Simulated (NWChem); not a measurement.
Program: NWChem. System: H$_{2}$OSi, charge 1, spin multiplicity 2, at the geometry of a parent with another charge or spin, in a state set for the comparison that need not be this species' ground state. Its SCF solution wasn't tested for a lower state. Level: UMP2/def2-TZVP, 6 core orbitals frozen.

Job file:

```
start mol
memory heap 200 mb stack 900 mb global 1100 mb
charge 1
geometry units angstroms nocenter noautoz
  Si     0.000000     0.000000     0.440978
  O      0.000000     0.000000    -1.091069
  H     -1.235351     0.000000     1.277428
  H      1.235351     0.000000     1.277428
  symmetry group C2v
end
basis spherical
  * library def2-tzvp
end
scf
  uhf
  nopen 1
  maxiter 100
  thresh 1e-7
  semidirect memsize 60000000 filesize 0
  # guess.movecs holds the orbitals of an unrestricted PBE0 run
  vectors input guess.movecs output mol.movecs
end
mp2
  freeze core 6
end
task mp2 energy
```

Part of the output:

```
             Northwest Computational Chemistry Package (NWChem) 7.3.0
             --------------------------------------------------------

                                NWChem Input Module
                                -------------------

 Scaling coordinates for geometry "geometry" by  1.889725989
 (inverse scale =  0.529177249)

 Turning off AUTOSYM since
 SYMMETRY directive was detected!

                             Geometry "geometry" -> ""
                             -------------------------

 Output coordinates in angstroms (scale by  1.889725989 to convert to a.u.)

  No.       Tag          Charge          X              Y              Z
 ---- ---------------- ---------- -------------- -------------- --------------
    1 Si                  14.0000     0.00000000     0.00000000     0.44097800
    2 O                    8.0000     0.00000000     0.00000000    -1.09106900
    3 H                    1.0000    -1.23535100     0.00000000     1.27742800
    4 H                    1.0000     1.23535100     0.00000000     1.27742800

 Effective nuclear repulsion energy (a.u.)      52.0007935892

            Nuclear Dipole moment (a.u.)
            ----------------------------
        X                 Y               Z
 ---------------- ---------------- ----------------
     0.0000000000     0.0000000000    -0.0000075589

      Symmetry information
      --------------------

 Group name             C2v
 Group number             16
 Group order               4
 No. of unique centers     3

      Symmetry unique atoms

     1    2    3


 Summary of "ao basis" -> "" (spherical)
 ------------------------------------------------------------------------------
       Tag                 Description            Shells   Functions and Types
 ---------------- ------------------------------  ------  ---------------------
 *                         def2-tzvp                  on all atoms

 Summary of "ao basis" -> "ao basis" (spherical)
 ------------------------------------------------------------------------------
       Tag                 Description            Shells   Functions and Types
 ---------------- ------------------------------  ------  ---------------------
 Si                        def2-tzvp                13       37   5s5p2d1f
 O                         def2-tzvp                11       31   5s3p2d1f
 H                         def2-tzvp                 4        6   3s1p

                                 NWChem SCF Module
                                 -----------------

  ao basis        = "ao basis"
  functions       =    80
  atoms           =     4
  alpha electrons =    12
  beta  electrons =    11
  charge          =   1.00
  wavefunction    = UHF
  use symmetry    = T
  symmetry adapt  = T

 Summary of "ao basis" -> "ao basis" (spherical)
 ------------------------------------------------------------------------------
       Tag                 Description            Shells   Functions and Types
 ---------------- ------------------------------  ------  ---------------------
 Si                        def2-tzvp                13       37   5s5p2d1f
 O                         def2-tzvp                11       31   5s3p2d1f
 H                         def2-tzvp                 4        6   3s1p

      Symmetry analysis of basis
      --------------------------

        a1         35
        a2          7
        b1         21
        b2         17

 Forming initial guess at       0.1s

   Symmetry analysis of molecular orbitals - initial alpha
[...]
    2 O    8     4.56   0.40  0.59  0.31  0.52  0.13  1.10  1.17  0.32  0.00  0.01  0.00
    3 H    1     0.44   0.11  0.27  0.05  0.01
    4 H    1     0.44   0.11  0.27  0.05  0.01

   Mulliken analysis of the beta density
   -------------------------------------

    Atom       Charge   Shell Charges
 -----------   ------   -------------------------------------------------------
    1 Si  14     6.62   1.00  0.29  0.69  0.45  0.16  2.06  0.86  0.26  0.59  0.09  0.07  0.06  0.02
    2 O    8     3.57   0.40  0.59  0.29  0.50  0.15  0.66  0.72  0.25  0.00  0.01  0.00
    3 H    1     0.40   0.11  0.24  0.05  0.01
    4 H    1     0.40   0.11  0.24  0.05  0.01

   Mulliken analysis of the spin density
   -------------------------------------

    Atom       Charge   Shell Charges
 -----------   ------   -------------------------------------------------------
    1 Si  14    -0.06  -0.00 -0.00  0.00 -0.02 -0.01 -0.00  0.00 -0.02 -0.06 -0.02  0.02  0.03  0.01
    2 O    8     0.99   0.00 -0.00  0.02  0.02 -0.02  0.45  0.45  0.08  0.00  0.00 -0.00
    3 H    1     0.04   0.01  0.02  0.01 -0.00
    4 H    1     0.04   0.01  0.02  0.01 -0.00

       Multipole analysis of the density wrt the origin
       ------------------------------------------------

     L   x y z        total         alpha         beta         nuclear
     -   - - -        -----         -----         ----         -------
     0   0 0 0      1.000000    -12.000000    -11.000000     24.000000

     1   1 0 0     -0.000000     -0.000000     -0.000000      0.000000
     1   0 1 0      0.000000     -0.000000      0.000000      0.000000
     1   0 0 1      1.205700      1.509161     -0.303454     -0.000008

     2   2 0 0    -10.493602    -11.356993    -10.036155     10.899546
     2   1 1 0     -0.000000      0.000000     -0.000000      0.000000
     2   1 0 1     -0.000000      0.000000     -0.000000      0.000000
     2   0 2 0    -10.226365     -5.160347     -5.066018      0.000000
     2   0 1 1     -0.000000     -0.000000      0.000000      0.000000
     2   0 0 2    -10.875692    -35.442332    -30.818994     55.385634

                   NWChem MP2 Semi-direct Energy/Gradient Module
                   ---------------------------------------------

  Basis functions       =     80
  Molecular orbitals    =     80
  Frozen core           =      6
  Frozen virtuals       =      0
  Active alpha occupied =      6
  Active beta occupied  =      5
  Active alpha virtual  =     68
  Active beta virtual   =     69
  Use MO symmetry       = T
  Use skeleton AO sym   = T

  AO/Fock/Back tols     =   1.0D-09  1.0D-09  1.0D-09

 GA uses MA = F    GA memory limited = T

 Available:
  local mem=  1.26D+08
 global mem=  1.44D+08
 local disk=  0.00D+00
  mp2_memr nvloc                    68
  nvloc new                    68
   1 passes of   6:        4194304                      33447                   4491679.
   1 passes of   6: M    126150104           G      144166400           F     121955800.

 Semi-direct pass number   1 of   1  for UHF alpha       at        1.8s
  vrange nnbf                  3230
  mp2_eaftype                    17  avail_ma_in_mb                  1099
 EAF : mp2_eaftype filesize          17    2245839.
  mp2_eaf for mointskh                     17
Node 0 wrote     10.5 Mb in      0.0 s     Agg I/O rate:   867.4 Mb/s
 Done moints_semi at        4.2s
  mp2_eaftype                    17  avail_ma_in_mb                  1082
 EAF : mp2_eaftype filesize          17    2245839.
  mp2_eaf for kh                    17
 Done maket at        4.3s
 Done multipass loop at        4.3s

 GA uses MA = F    GA memory limited = T

 Available:
  local mem=  1.26D+08
 global mem=  1.44D+08
 local disk=  0.00D+00
  mp2_memr nvloc                    69
  nvloc new                    69
   1 passes of   5:        4194304                      30299                   3799813.
   1 passes of   5: M    126150104           G      144166400           F     121955800.

 Semi-direct pass number   1 of   1  for UHF beta        at        4.3s
  vrange nnbf                  3230
  mp2_eaftype                    14  avail_ma_in_mb                  1099
 EAF : mp2_eaftype filesize          14    1899906.
  mp2_eaf for mointskh                     14
Node 0 wrote      8.9 Mb in      0.0 s     Agg I/O rate:   342.1 Mb/s
 Done moints_semi at        8.4s
  mp2_eaftype                    14  avail_ma_in_mb                  1085
 EAF : mp2_eaftype filesize          14    1899906.
  mp2_eaf for kh                    14
 Done maket at        8.4s
 Done multipass loop at        8.4s

          -------------------------------------------
          SCF energy                -364.658060454735
          Correlation energy          -0.271815987184
          Singlet pairs                0.000000000000
          Triplet pairs                0.000000000000
          Total MP2 energy          -364.929876441919
          -------------------------------------------

          ---------------------------------------------------
                    Spin Component Scaled (SCS) MP2
          Same spin pairs                     -0.056776968241
          Same spin scaling factor             0.333333333333
          Opposite spin pairs                 -0.215039018943
          Opposite spin scaling fact.          1.200000000000
          SCS-MP2 correlation energy          -0.276972478812
          Total SCS-MP2 energy              -364.935032933547
          ---------------------------------------------------

 -----------------------
 Performance information
 -----------------------

 Timer overhead =  1.44D-07 seconds/call

               Nr. of calls         CPU time (s)                 Wall time (s)                GFlops
             ---------------    -------------------     ------------------------------   -------------------
Name         Min   Avg   Max    Min     Avg     Max     Min     Avg     Max   Mx/calls   Min     Max     Sum
mp2: moin     2     2     2    6.4     6.4     6.4      6.4     6.4     6.4     3.2      0.0     0.0     0.0
mp2: make     2     2     2   0.20    0.20    0.20     0.20    0.20    0.20    0.10      0.0     0.0     0.0
mp2: tota     1     1     1    6.8     6.8     6.8      6.8     6.8     6.8     6.8      0.0     0.0     0.0

 The average no. of pstat calls per process was 5.00D+00
 with a timing overhead of 7.19D-07s

 Task  times  cpu:        8.4s     wall:        8.4s

 Total times  cpu:        8.4s     wall:        8.4s
```
